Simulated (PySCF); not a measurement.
# What a mistake does to a calculation on AlBHNO

All numbers below are calculated, not measured. They come from PySCF 2.14.0, an open-source quantum chemistry program, on an isolated molecule that a program drew, which may never have been made. The molecule is AlBHNO (charge 0, singlet), drawn as the SMILES string `O=B[NH][Al]`.

Each row is a Hartree-Fock (HF) and frozen-core CCSD(T) single point in the cc-pV(D+d)Z basis, meant for a local HF minimum. Run 1 is clean. Each other run has one planted mistake out of seven kinds, and not every kind appears here: one electron removed, one electron added, multiplicity raised by two, geometry at a saddle point, minimal basis STO-3G, one bond length entered in bohr, all coordinates scaled. The reference is restricted for singlets and unrestricted otherwise, and also for a bond in bohr. Adding or removing an electron swaps singlet and doublet. Electrons count all cores. HOMO and LUMO are orbital energies over both spins, the gradient is its largest component, and the lowest frequency (negative if imaginary) is given only where the gradient is small. Bond lengths are over the 4 bonds as drawn. T1 is the CCSD diagnostic: over 0.02 (restricted) or 0.045 (unrestricted) a single reference is doubtful.

Geometry of the clean run:
```xyz
5
AlBHNO, angstrom
O    -2.0500    0.7903   -0.4824
B    -0.9358    0.3779   -0.3234
N     0.3485   -0.1319   -0.1760
Al    1.1976   -1.4721   -1.1241
H     0.8546    0.3261    0.5686
```

```
run,electrons,basis functions,<S^2>,HOMO (eV),LUMO (eV),gradient (hartree/bohr),lowest frequency (cm^-1),mean bond (Å),longest bond (Å),T1,HF (hartree),CCSD(T) (hartree),mistake
1,34,70,0.000,-9.07,0.70,1.8e-05,136,1.3617,1.848,0.0183,-396.61605,-397.11781,no fault
2,33,70,0.755,-16.60,-7.74,4.2e-02,-,1.3617,1.848,0.0242,-396.30859,-396.78086,one electron removed
3,34,70,2.002,-7.04,-0.70,1.0e-02,-,1.3617,1.848,0.0204,-396.54888,-397.02088,multiplicity raised by two
4,34,70,0.000,-7.59,-1.36,6.3e-02,-,1.7728,3.493,0.0360,-396.47635,-396.98004,one bond length entered in bohr
5,34,70,0.000,-8.70,0.93,2.5e-01,-,1.2459,1.691,0.0150,-396.55850,-397.04351,?
6,34,25,0.000,-5.38,9.20,1.9e-02,-,1.3617,1.848,0.0205,-391.62991,-391.84472,?
```

**Which mistake was planted in run 5, and what did it cost?**

The mean and the longest bond both change by the same factor, 0.915, and the gradient is no longer small. So the mistake is: all coordinates scaled. Subtracting run 1 and multiplying by 627.51 kcal/mol a hartree, the energy moved by 36.1 kcal/mol in HF and 46.6 kcal/mol in CCSD(T).

**Which mistake was planted in run 6, and what did it cost?**

It has 25 basis functions where the clean run has 70, with the same electrons and geometry. So the mistake is: minimal basis STO-3G. Subtracting run 1 and multiplying by 627.51 kcal/mol a hartree, the energy moved by 3128.9 kcal/mol in HF and 3308.9 kcal/mol in CCSD(T).

Cautions from the logs. Run 6: T1 is over the limit, so its CCSD(T) energy is less reliable.
